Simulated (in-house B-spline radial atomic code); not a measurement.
Values are calculated unless marked as measured or tabulated.
# Correlation energy from the adiabatic connection: ω²r²/2 − Z/r, ω = 4.96, Z = 1

Two electrons in a singlet, external potential ω²r²/2 − Z/r, ω = 4.96, Z = 1 (atomic units). Full CI in B-splines (partial waves to l = 8, correlation up to 0.6 % small) with the density held fixed gives W(λ) = <V_ee>_λ − U, and E_c is the integral of W(λ) − W(0) from 0 to 1.

```tsv
λ	W(λ) − W(0) (hartree)
0	0.00000
0.02	-0.00191
0.05	-0.00476
0.12	-0.01132
0.25	-0.02322
0.4	-0.03649
0.6	-0.05346
0.8	-0.06965
1	-0.08510
```

Problem. Integrate the table by the trapezoid rule.

Solution. The strips give -0.00002, -0.00010, -0.00056, -0.00225, -0.00448, -0.00899, -0.01231, -0.01547, which sum to -0.04419 hartree. The direct value, W(1) − W(0) + T_c with T_c = 0.04086, is -0.04424; the curve is convex, so chords lie above it and the trapezoids fall short in size by 0.12 %.

Problem. Now use only three numbers: W(0) = -1.9038, the initial slope W'(0) = -0.09577 (extrapolated from the first points) and the strong-coupling limit of the point-charge-plus-continuum model, W∞ = -2.6202. What do second-order theory and the interpolation W(λ) = W∞ + (W(0) − W∞)/√(1 + 2χλ) of Seidl, Perdew and Levy give?

Solution. Second order keeps the slope alone: E_c = W'(0)/2 = -0.04788, +8 % in size against -0.04424. Matching the slope fixes χ = W'(0)/(W∞ − W(0)) = -0.09577/(-0.71640) = 0.13368. Integrating, with s = √(1 + 2χ) = 1.125773, E_c = −(W(0) − W∞)(s − 1)/(s + 1) = −0.71640 × 0.125773/2.125773 = -0.04239 hartree, -4.2 % in size against the full result. At λ = 1 the formula gives W − W(0) = -0.08004 against -0.08510. Part of the miss can come from the model's W∞.
